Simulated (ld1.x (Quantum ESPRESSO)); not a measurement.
**ruthenium (Ru): one change to an RRKJ potential, before and after**

ld1.x (Quantum ESPRESSO) 7.5 input, shortened:

```
&input
   title='Ru', zed=44., rel=1, dft='PBESOL', iswitch=3,
   config='[Kr] 4d6.5 4f-2 5s0 5p0'
 /
 &inputp
   pseudotype=2, tm=.false., rho0=0.005, lloc=2,
   nlcc=.true., new_core_ps=.true., rcore=0.80
 /
4
4S  1  0   2.00   0.00  0.95  0.95  0.0
4P  2  1   6.00   0.00  1.70  1.70  0.0
4F  4  3  -2.00   0.25  1.60  1.60  0.0
4D  3  2   6.50   0.00  1.55  1.55  0.0
 &test
   configts(1)='4s2 4p6 4d6.5 5s0 5p0'
 /
```

All-electron outer shells of the reference configuration (PBEsol, scalar-relativistic, ld1.x):

```
shell  level (eV)  outermost node (bohr)  outermost maximum (bohr)
   3d     -286.62                      –                      0.30
   4s      -89.80                   0.48                      0.92
   4p      -59.83                   0.49                      0.98
   4d      -18.11                   0.48                      1.21
   5s      -14.57                   1.23                      2.50
   5p       -9.49                   1.38                      3.05
```

Change: core [Kr], valence charge 8; reference 4d8 5s0 5p0; waves now 5p (bound): rc 4.20 bohr; 4d (bound): rc 2.10 bohr; 4f channel at 0.25 Ry: rc 4.60 bohr; 5s (bound): rc 2.75 bohr; local potential the s channel; core correction a·sin(br)/r model core, default radius (core density twice the valence density).

Cutoffs: the cutoffs (Ry, on a coarse ladder) from which the occupation-weighted sum of valence levels, in a spherical-Bessel basis at the reference potential, stays within 10 and 1 mRy of its value at 400 Ry; they do not see the model core or the augmentation charge, which bear on the density cutoff. Errors are all-electron minus pseudo energies relative to the spin-unpolarised reference configuration.

Problem. What does the change do?

Solution. The potential gets softer (140 Ry and 200 Ry → 35 Ry and 40 Ry); neither file shows a bound ghost. The shells moved into the core no longer need plane waves of their own. Several settings change at once here, so the effects cannot be laid on one of them.

| quantity | base | changed |
| --- | --- | --- |
| cutoff, loose | 140 Ry | 35 Ry |
| cutoff, tight | 200 Ry | 40 Ry |
| bound ghosts | none | none |
| largest error over its own tests, meV | -64 | -2358 |
